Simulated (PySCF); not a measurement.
Molecule: SMILES BC1CCC1, C₄H₉B.

Cartesian coordinates in Å; atom numbers follow the order of the lines, from 1:
```xyz
14

B     1.7420   -1.0570   -0.2767
C     0.3882   -0.3203   -0.4344
C     0.1652    1.1641   -0.0385
C    -1.2869    0.8078    0.3338
C    -0.9028   -0.6842    0.3415
H     2.7847   -0.4748   -0.4874
H     1.7837   -2.2356    0.0032
H     0.2033   -0.4299   -1.5283
H     0.7626    1.4465    0.8429
H     0.3229    1.9284   -0.8141
H    -1.9824    1.0414   -0.4876
H    -1.6949    1.2347    1.2626
H    -0.6789   -1.0511    1.3558
H    -1.5994   -1.3943   -0.1294
```

Spin–spin couplings on one PBE0-D3(BJ)/def2-SVP geometry, PySCF, gas phase, non-relativistic, equivalent pairs averaged (spin–dipole term only in couplings to heteroatoms); isotopes 13C, 1H, 11B; functional B3LYP.

Task: How do the couplings (Hz) change with the basis set? Times are CPU seconds on 1 thread of an Arm Neoverse V1, shared host. Far from the basis limit: 6-31G*, pcJ-0, def2-TZVP, cc-pVTZ.

Result: 
| basis set | functions | 1J(C3,H9) | 1J(C3,H10) | 1J(C4,H11) | 1J(C4,H12) | 1J(B1,H6) | 1J(C2,H8) | 1J(B1,C2) | core-s |
| --- | --- | --- | --- | --- | --- | --- | --- | --- | --- |
| 6-31G* | 88 | 150.9 | 150.4 | 149.7 | 149.1 | 142.5 | 130.5 | 64.0 | 7.8 |
| pcJ-0 | 92 | 119.1 | 123.1 | 117.3 | 122.0 | 120.4 | 96.7 | 41.2 | 8.6 |
| def2-TZVP | 209 | 130.1 | 135.8 | 129.5 | 134.6 | 128.4 | 106.9 | 56.4 | 29 |
| cc-pVTZ | 276 | 120.5 | 127.3 | 120.3 | 125.6 | 131.2 | 96.5 | 50.4 | 47 |

The Fermi-contact term samples the wavefunction at the nucleus, which is why sets with added tight s functions (names with J) are made for couplings.
